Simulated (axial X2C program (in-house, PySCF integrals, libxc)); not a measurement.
Worked dissociation energy of NaCr: BLYP, with spin–orbit coupling

All values were computed with an axial X2C code built on PySCF integrals. Two-component (2c) means X2C with spin–orbit coupling and atomic mean-field two-electron Coulomb and Gaunt terms. Basis: Cr dyall-cv3z [9s10p6d3f2g], Na dyall-cv3z [9s8p5d2f] (cores contracted in-house); Gaussian nuclei, density fitting, unrestricted open shells. Masses: Cr 51.941 u, Na 22.990 u.

Molecular state: Ω = 5/2 (⟨Sz⟩ = 2.50, ⟨Lz⟩ = 0.00 at BLYP).

* E(Cr) (2M_J = 6): -1050.603918 hartree
* E(Na) (2M_J = 1): -162.489858 hartree
* E(NaCr) at Re: -1213.126493 hartree
* ωe: 172.4 cm⁻¹
* ωexe: 0.771 cm⁻¹

(1) Work out De and D0.

One determinant describes the state; a PBE0 search over occupations chose it and may have missed a lower one. De is counted from the lowest determinant-based energies of the atoms at the same level, without counterpoise correction. Density functionals use the spin component along the axis (collinear). With several unpaired electrons one determinant need not be a pure state. This is the top spin component of a Σ state; components of lower Ω are not single determinants and can lie lower. The determinant is spin-polarised beyond a pure state at some levels (its spin-free form has ⟨S²⟩ too high), which makes Re and μ there less reliable.

Each atomic determinant is the lowest at this level and need not be a pure J level. Totals compare only within one Hamiltonian and basis.

Answers

(1) De = -1050.603918 + (-162.489858) − (-1213.126493) = 0.03272 hartree = 0.890 eV. The zero-point energy is ωe/2 − ωexe/4 = 86 cm⁻¹ = 0.011 eV, so D0 = 0.880 eV.
